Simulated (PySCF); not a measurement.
C₅H₁₀O₂Si₂.
Bonds: C1–C2 (triple), C2–Si3, Si3–C4, C4–Si5, Si3–O6, O6–C7, C7–C8, C8–O9, Si3–O9. Hydrogens: H10 on C1; H11, H12 on C4; H13, H14, H15 on Si5; H16, H17 on C7; H18, H19 on C8.

Method: PBE0-D3(BJ)/def2-SVP geometry optimisation, gas phase (PySCF); density fitting, grid level 1; the optimiser is geomeTRIC in internal coordinates, started from a GFN2-xTB structure with every atom displaced at random (about 0.01 Å).

Step 0: E = -25168.4094 eV
```
atom  x, y, z in Å  |  force x, y, z in eV/Å
C1     -1.1492    3.4134    1.0009   -1.712   4.616   1.281
C2     -0.7814    2.3393    0.6929    1.871  -4.726  -1.344
Si3    -0.1392    0.6669    0.2170    2.028   1.322   1.171
C4      1.7444    0.4636    0.6205   -2.276  -0.874   0.010
Si5     2.4004   -1.2629    0.1856   -0.137   0.972   0.637
O6     -0.4314    0.3198   -1.3541    0.695   0.216  -0.895
C7     -1.5147   -0.5418   -1.4622   -0.989   0.621   0.331
C8     -1.6800   -1.2603   -0.1193   -1.047  -0.118   0.334
O9     -1.1023   -0.4772    0.8947   -0.290  -0.373   0.356
H10    -1.5266    4.3921    1.2684    0.150  -0.254  -0.048
H11     1.8433    0.6640    1.6904    0.166  -0.003   0.349
H12     2.2719    1.2290    0.0950    0.698   0.872  -0.649
H13     1.6947   -2.2825    0.9705   -0.246  -0.372   0.258
H14     2.2241   -1.5413   -1.2253   -0.096  -0.180  -0.861
H15     3.8288   -1.2869    0.5238    0.534  -0.160   0.071
H16    -1.3453   -1.2271   -2.2733    0.036  -0.656  -0.683
H17    -2.4140    0.0664   -1.6907   -0.039  -0.236  -0.051
H18    -1.2060   -2.2354   -0.1317    0.350  -0.648  -0.048
H19    -2.7529   -1.4163    0.1333    0.306  -0.020  -0.218
```

Step 1: E = -25168.7256 eV
```
atom  x, y, z in Å  |  force x, y, z in eV/Å
C1     -1.0279    3.4438    1.0167    0.248  -0.458  -0.180
C2     -0.6854    2.3261    0.6656   -0.284   0.292   0.133
Si3    -0.1348    0.6434    0.2005    0.193  -0.073   0.055
C4      1.6709    0.4955    0.6559   -0.111   0.082  -0.261
Si5     2.4304   -1.1777    0.2422   -0.086  -0.085  -0.074
O6     -0.4613    0.2762   -1.4031    0.065  -0.017   0.127
C7     -1.5957   -0.5669   -1.4877    0.172  -0.125   0.002
C8     -1.7229   -1.3265   -0.1485    0.155   0.039  -0.034
O9     -1.1279   -0.5340    0.8634   -0.003   0.098  -0.056
H10    -1.2997    4.4362    1.3181   -0.088   0.129   0.044
H11     1.7772    0.7016    1.7361   -0.045   0.004  -0.050
H12     2.2216    1.2988    0.1212   -0.132  -0.155   0.114
H13     1.7313   -2.2427    1.0248    0.018  -0.019  -0.018
H14     2.2519   -1.4626   -1.2161    0.027  -0.011   0.047
H15     3.8898   -1.2369    0.5615   -0.005   0.059   0.025
H16    -1.4657   -1.2668   -2.3337   -0.032   0.096   0.098
H17    -2.4980    0.0362   -1.6823   -0.053   0.069  -0.001
H18    -1.2107   -2.3069   -0.1961    0.012   0.080  -0.009
H19    -2.7784   -1.5139    0.0980   -0.051  -0.005   0.038
```

Question: Estimate the geometry and energy of step 2. (The exact step hangs on the optimiser's Hessian estimate; all steps are aligned on step 1, rigid shifts and turns removed.)

Answer: E = -25168.7436 eV, largest force 0.127 eV/Å
```
atom  x, y, z in Å  |  force x, y, z in eV/Å
C1     -1.0484    3.4460    1.0082    0.068   0.022  -0.026
C2     -0.6966    2.3313    0.6685   -0.118  -0.008   0.045
Si3    -0.1273    0.6529    0.2105    0.009   0.063   0.029
C4      1.6596    0.4844    0.6457    0.041  -0.035  -0.081
Si5     2.4036   -1.1965    0.2267   -0.021  -0.019  -0.013
O6     -0.4394    0.2855   -1.3910    0.051  -0.026   0.027
C7     -1.5711   -0.5569   -1.4752    0.005  -0.013  -0.009
C8     -1.6969   -1.3160   -0.1383   -0.007  -0.006  -0.012
O9     -1.1176   -0.5194    0.8755   -0.030   0.073   0.010
H10    -1.3433    4.4390    1.3017   -0.024  -0.036  -0.007
H11     1.7666    0.6884    1.7246    0.021  -0.007   0.009
H12     2.2106    1.2813    0.1147    0.005  -0.028   0.019
H13     1.7087   -2.2674    1.0046    0.002   0.001  -0.010
H14     2.2373   -1.4838   -1.2299    0.010  -0.001   0.010
H15     3.8611   -1.2411    0.5561    0.000   0.022   0.016
H16    -1.4412   -1.2526   -2.3195   -0.032   0.005   0.002
H17    -2.4751    0.0486   -1.6694   -0.005   0.011   0.011
H18    -1.1731   -2.2882   -0.1853    0.021   0.006  -0.009
H19    -2.7527   -1.5126    0.1084    0.004  -0.026  -0.013
```

The energy changes by -0.0180 eV. The first-order estimate −F·Δx gives -0.0303 eV and the mean of the old and new forces, exact on a quadratic surface, -0.0180 eV. The step makes an angle of 75° with the force vector and moves no atom by more than 0.047 Å.

The cost below is that of the whole optimisation. Time: 9.8 min; peak memory 0.83 GiB. Hardware: one thread, Intel Xeon Platinum 8488C (x86_64), shared host with 192 logical CPUs at a one-minute load of 124.
